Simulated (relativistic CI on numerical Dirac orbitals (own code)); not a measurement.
# Te³²⁺: q coefficients and field-shift factors

Method of calculation: Dirac-Coulomb-Breit CI, separate exchange-only KLI orbitals for each configuration, derivatives by finite differences, unscaled Slater integrals, QED left out (own radial code, finite nucleus).

CI space (outside the closed core [Ne]): 3s2 3p6 3d2, 3s2 3p5 3d3, 3s 3p6 3d3, 3s2 3p6 3d 4s, 3s2 3p6 3d 4p, 3s2 3p6 4s2. Double excitations out of closed p, d and f shells are left out; levels of such configurations are missing from the list, as are those of other unlisted configurations, and high levels can miss mixing partners.

With x = (α/α₀)² − 1 an excitation energy changes as ω = ω₀ + qx; K = 2q/ω₀ is the relative enhancement. Terms are leading LS components, so labels can repeat. The field-shift factor is F = δν/δ⟨r²⟩ for the transition from the lowest level.

Lowest level 3s2 3p6 3d2 3F_2.

```tsv
Level	ω₀ (cm⁻¹)	q (cm⁻¹)	F (GHz/fm²)
3s2 3p6 3d2 3F_3	93907	104300	0.904
3s2 3p6 3d2 3P_0	105546	18080	0.0579
3s2 3p6 3d2 3F_4	150332	128900	1.15
3s2 3p6 3d2 3P_2	150735	101700	0.715
3s2 3p6 3d2 3P_1	169927	107300	0.684
3s2 3p6 3d2 1G_4	245124	186700	1.66
3s2 3p6 3d2 3P_2	269004	213400	1.64
3s2 3p6 3d2 1S_0	416448	196700	2.18
3s2 3p5 3d3 5F°_2	1336250	63860	3.67
3s2 3p5 3d3 5D°_1	1343154	73880	3.57
3s2 3p5 3d3 5D°_0	1362871	88990	3.67
3s2 3p5 3d3 5F°_3	1376834	115700	4.17
3s2 3p5 3d3 5F°_4	1416375	165300	4.67
```

At this charge energies of transitions that change n are usually good to better than 1 %, and those within a shell (Δn = 0) to a few per cent. Terms inside the open d or f shell come out 10 to 20 % too wide with unscaled integrals.

(1) Which transition from the lowest level has the largest |K|?

Answers

(1) 3s2 3p6 3d2 3F_3 at 93907 cm⁻¹, K = 2.22.
